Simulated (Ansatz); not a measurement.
Consider the cleavage of the Ge–Si bond: `BO[SiH2][GeH3]` + `NB(O)F` → `OB(F)[NH][GeH3]` + `BO[SiH3]`.

Gas-phase electronic energies from Ansatz, PBE0-D4/def2-TZVP geometries. CBS: MP2 limit from def2 TZ/QZ plus the TZ coupled-cluster correction, frozen cores. Functionals use def2-TZVPP. For Ge outer-core shells are correlated without core-valence functions, which leaves a few kJ/mol of doubt a bond. Scalar relativity is left out up to krypton. One conformer a species, not always the lowest.

```tsv
level	ΔE (kcal/mol)
PBE0-D4	2.7
ωB97M-V	-0.3
PBE	3.7
PBE0	2.6
HF/def2-TZVPP	-5.0
CCSD(T)/def2-TZVPP	-1.5
MP2/def2-QZVPP	-1.9
MP2/CBS(def2)	-1.4
```

Q: What does CCSD(T)/CBS give? (An estimate is asked.)

A: The calculation gave: -0.3 kcal/mol. The listed levels differ from it by 3.0, 0.0, 4.0, 2.9, -4.7, -1.2, -1.6, -1.1 kcal/mol.

Largest T1 diagnostic among the species: 0.013.

From PBE to PBE0 (25 % exact exchange), in def2-TZVPP and without D4, ΔE moves by −1.1 kcal/mol. In def2-TZVPP, CCSD(T) changes the Hartree–Fock value by +3.5 kcal/mol (the triples alone add +0.3 kcal/mol) and MP2 by +2.5 kcal/mol.
